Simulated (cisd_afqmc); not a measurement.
Input (AFQMC/CISD/cc-pVDZ; cisd_afqmc is a phaseless AFQMC code with CISD trial states that reads the integrals written by Ansatz):

Ansatz 0.2 input:
```python
import cisd_afqmc

open("ham.yaml", "w").write("""\
crystal:
  periodic: [false, false, false]
  atoms:
    - {symbol: Ga, position_ang: [-1.23153952, -0.07285019, -0.28894926]}
    - {symbol: Ge, position_ang: [1.15833954, 0.06575672, 0.27074514]}
    - {symbol: H, position_ang: [1.97435652, -1.15676775, -0.19317898]}
    - {symbol: H, position_ang: [1.79601012, 1.31510444, -0.37496101]}
    - {symbol: H, position_ang: [1.36245526, 0.20573521, 1.79451132]}
    - {symbol: H, position_ang: [-2.20669804, 1.07200750, 0.17738899]}
    - {symbol: H, position_ang: [-1.81526426, -1.28193876, -1.11017775]}
basis:
  gaussian:
    orbitals: cc-pVDZ
magnetization: {spin_polarized: false}
correlation: {method: ccsd, electrons: outside_noble_gas, hamiltonian_folder: ham}
""")
rep = cisd_afqmc.ansatz("ham.yaml")
e_ccsd = rep["correlation"]["coupled_cluster"]["energy"]["hartree"]
out = cisd_afqmc.run("ham", e_ccsd, trial="CISD", walkers=100, populations=8, threads=8, dt=0.005, steps=40, early=24, settle=10, least=32,
    cut=5e-5, rank_cut=2e-4, target=0.0004, seconds=1500, seed=1, memory=17280, gpu=False)
```

Output:

```
orbitals 51, occupied [6], factors 317 of 860, rank of the doubles 105 of 270
E(HF) = -4001.438055
E(CCSD) on the cut factors = -4001.650031, shift to the whole factors -0.000009
Energy of the trial state on the determinant = -4001.649967
  tau behind 7.2 of longer steps, mean of the populations' last blocks
   2.0  -4001.65592
   4.0  -4001.65480
   6.0  -4001.65538
   8.0  -4001.65476
blocks 434 (0 outliers left out), error by blocks joined: 1: 0.00009, 2: 0.00012, 4: 0.00015, 8: 0.00018, 16: 0.00021
E(AFQMC/CISD) = -4001.65517 +/- 0.00021
```
